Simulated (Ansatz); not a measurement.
`C[Te]` radical. Total charge 0; spin multiplicity 2. Te takes the def2 core potential.

Cartesian coordinates in Å:
```
C 0.162 0.090 0.111
Te -1.353 -0.797 -1.106
H 1.047 -0.541 0.127
H 0.394 1.089 -0.251
H -0.251 0.159 1.119
```

(1) List the harmonic frequencies (cm⁻¹, unscaled) at PBE0-D4/def2-TZVP in Ansatz. (Best estimate.)

(2) Is this a minimum?

Answers

(1) Computed: 443, 544, 776, 1250, 1358, 1455, 3071, 3165, 3171.

(2) Yes, all 9 modes are real.
